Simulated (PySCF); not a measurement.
A GIAO shielding run with PySCF 2.14 (density fitting, non-relativistic, gas phase) on `InChI=1S/CH10B2NP/c2-4-1-3-5/h4H,1-3H2,5H3`:

```
$ OMP_NUM_THREADS=1 python probes_run.py task.json out

{"job": {"kind": "nmr", "xc": "B3LYP", "basis": "pcSseg-1", "pop": false}, "charge": 0, "multiplicity": 1}
B     -1.996744     1.497251     0.274308
N     -1.522599     0.240101    -0.058622
C     -0.862180    -0.182945    -1.287029
B      0.673745    -0.640284    -1.073465
P      1.634815     0.852494    -0.267035
H     -2.478187     1.675950     1.371475
H     -1.902499     2.396735    -0.535205
H     -1.580917    -0.501738     0.632651
H     -1.413174    -1.033343    -1.730244
H     -0.953389     0.641360    -2.013161
H      1.309606    -0.839125    -2.100840
H      0.842103    -1.526678    -0.242009
H      3.033952     0.683792    -0.135886
H      1.588124     2.107371    -0.924592
H      1.302050     1.252892     1.049060
```

Hardware: 1 thread of an Arm Neoverse V2, shared host.

Task: How large is the calculation?

Result: 48 electrons, 142 basis functions and 748 auxiliary functions.

Task: How long does it take, and how much memory does it need?

Result: 12 s of wall time, with 13 SCF cycles and 4 response iterations; peak memory 0.73 GiB. Times on a shared host scatter by some tens of per cent.

Task: And these other runs on the same molecule and hardware: GIAO shielding at B97-D/pcSseg-1; GIAO shielding at BLYP/pcSseg-1; GIAO shielding at BP86/pcSseg-1; GIAO shielding at HF/pcSseg-1; GIAO shielding at KT2/pcSseg-1; GIAO shielding at KT3/pcSseg-1?

Result: B97-D/pcSseg-1: 142 functions, 18 s; BLYP/pcSseg-1: 142 functions, 17 s; BP86/pcSseg-1: 142 functions, 16 s; HF/pcSseg-1: 142 functions, 5.2 s; KT2/pcSseg-1: 142 functions, 16 s; KT3/pcSseg-1: 142 functions, 18 s.
